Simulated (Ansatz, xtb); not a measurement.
**Two structures of FSbSi2**

Structure I: a singlet given by its coordinates. Structure II: a singlet given by its coordinates. Both are isolated molecules in the gas phase, relaxed with PBE0-D3(BJ)/def2-SVP.

I (Å):

| atom | x (Å) | y (Å) | z (Å) |
| --- | --- | --- | --- |
| F | 1.8453 | -1.5321 | -2.2995 |
| Sb | -0.4190 | 1.3640 | -3.0042 |
| Si | 0.4097 | -0.8138 | -2.5180 |
| Si | -1.8300 | -0.8744 | -2.6174 |

Close contacts (Å): F1–Si3 1.62, Sb2–Si3 2.38, Sb2–Si4 2.67, Si3–Si4 2.24.

II (Å):

```yaml
atoms:
  - { symbol: F, position_ang: [0.9560, -1.6771, -1.0214] }
  - { symbol: Sb, position_ang: [-0.0680, 2.1557, -0.5828] }
  - { symbol: Si, position_ang: [-0.4785, -1.2349, -0.3728] }
  - { symbol: Si, position_ang: [0.1346, 0.5719, 1.0801] }
```

Close contacts (Å): F1–Si3 1.64, Sb2–Si4 2.31, Si3–Si4 2.40.

Q: Estimate which is lower in electronic energy at CCSD(T)/def2-TZVPP, and by roughly how much.

A: The CCSD(T)/def2-TZVPP calculation puts structure I lower, by 72.7 kJ/mol.

Level by level:

```
               level              geometry  E(II) − E(I) (kJ/mol)  departure from the last row (kJ/mol)  job, with rough time for the two
PBE0-D3(BJ)/def2-SVP  PBE0-D3(BJ)/def2-SVP                   +82.5                                  +9.8                optimisation, 33 s
       HF/def2-TZVPP  PBE0-D3(BJ)/def2-SVP                   +89.3                                 +16.6           part of the CCSD(T) run
      MP2/def2-TZVPP  PBE0-D3(BJ)/def2-SVP                   +97.3                                 +24.6           part of the CCSD(T) run
  CCSD(T)/def2-TZVPP  PBE0-D3(BJ)/def2-SVP                   +72.7                                                   single point, 1.7 min
```

The levels shown agree on the order. The largest departure from CCSD(T)/def2-TZVPP is that of MP2/def2-TZVPP, 24.6 kJ/mol. Levels run at GFN2-xTB geometries aren't shown.

With harmonic frequencies from PBE0-D3(BJ)/def2-SVP (ideal gas, rigid rotor, one conformer each, 298.15 K, 1 atm): on the last row, ΔE + ΔZPE = +70.7 kJ/mol. A mode under 50 cm⁻¹ makes harmonic enthalpies and free energies unreliable, so none is given.

The T1 diagnostic of structure II is large, so the coupled-cluster value is less sure. The correlated steps freeze 15 core orbitals; the filled d shell of Sb is correlated, in a basis made for valence electrons. Atoms past krypton carry core potentials in the def2 sets and no spin–orbit term is included. Run with Ansatz 0.2.0; the last row on 2 threads of Intel(R) Xeon(R) Processor @ 2.70GHz on a shared host.
